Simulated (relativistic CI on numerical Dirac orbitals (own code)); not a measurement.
## As²⁺: calculation against measurement

Calculated at this level of theory: Dirac-Coulomb-Breit CI, KLI orbitals optimised for each configuration, a model potential for QED, valence Slater integrals scaled by 0.85, configuration energies shifted to the measured levels that pair with them (semi-empirical) (own radial code, finite nucleus).

Configurations in the expansion (outside the closed core [Ar] 3d10): 4s2 4p, 4s 4p2, 4s2 5s, 4s2 4d, 4s2 5p, 4s2 6s, 4s2 5d, 4p3, 4s2 4f, 4s 4p 4d, 4s 4p 4f, 4s2 6p, 4s2 5f, 4p 4d2, 4s2 6d, 4s2 5g, 4s 4p 5s, 4s2 6f, 4s 4p 5p, 4p2 4d, 4s 4d2, 4s 4p 6s, 4p 4f2, 4s 4p 5d, 4s 4p 6p. Levels of other configurations are missing.

| Configuration | Term (tabulated) | J | Measured (cm⁻¹) | Computed | Error | Purity (%) |
| --- | --- | --- | --- | --- | --- | --- |
| 4s2 4p | 2P° | 1/2 | 0.0 | 0 | 0 | 97 |
| 4s2 4p | 2P° | 3/2 | 2940.0 | 2784 | -156 | 97 |
| 4s 4p2 | 2D | 3/2 | 85309.0 | 84974 | -335 | 80 |
| 4s 4p2 | 2D | 5/2 | 85630.0 | 85302 | -328 | 80 |
| 4s 4p2 | 2P | 1/2 | 113938.0 | 114276 | 338 | 92 |
| 4s 4p2 | 2P | 3/2 | 115425.0 | 115756 | 331 | 87 |
| 4s2 4d | 2D | 3/2 | 117651.0 | 117651 | 0 | 71 |
| 4s2 5p | 2P° | 1/2 | 131458.0 | 131476 | 18 | 98 |
| 4s2 5p | 2P° | 3/2 | 132181.0 | 132164 | -17 | 98 |
| 4s2 6s | 2S | 1/2 | 162889.0 | 162890 | 1 | 100 |
| 4s2 5d | 2D | 3/2 | 165623.0 | 165626 | 3 | 98 |
| 4s2 5d | 2D | 5/2 | 165708.0 | 165706 | -2 | 98 |

Measured levels from Moore, Atomic Energy Levels, vol. II, NSRDS-NBS 35 (1971 reprint of NBS Circular 467, 1952); pairs were made by configuration, J and term (by order where the table uses no LS term), so strongly mixed levels may be paired wrongly. The analysis dates from before 1960.

Mean error by configuration (cm⁻¹): 4s2 4p -156; 4s 4p2 1; 4s2 4d 0; 4s2 5p 0; 4s2 6s 1; 4s2 5d 0. Over the excited levels the mean absolute error is 139 cm⁻¹ (11 of the 13 excited levels that our extract of the source holds in range could be paired, and the others can miss by more), and the median relative error of those above 1,000 cm⁻¹ is 0.014 %, both after the shifts were fitted to these levels, so that a configuration with one level shows no error.

Configurations whose levels could be paired with our table of measured levels were shifted onto them, all but the ground configuration, by the median error of their levels; single terms can still be off by 1,000 to 2,000 cm⁻¹ or more, and rates follow the energies as ν³ (E1, M1) or ν⁵ (E2). The others borrow a shift and can be off by several thousand cm⁻¹ or more. The fine structure of a lone outer electron comes out too small, for d and f at times inverted, and misplaced configurations move strength between like terms. 11 of the 13 excited levels that our extract of the measured tables holds in this range could be paired (the sources list more); they are missed by 139 cm⁻¹ on average and 338 at most, after the shifts were fitted to these levels, and levels without a partner can miss by more.

Shifts applied (cm⁻¹): 4s2 4p 0; 4s 4p2 1104; 4s2 4d -1731; 4s2 5p -6306; 4s2 6s -6841; 4s2 5d -6847.
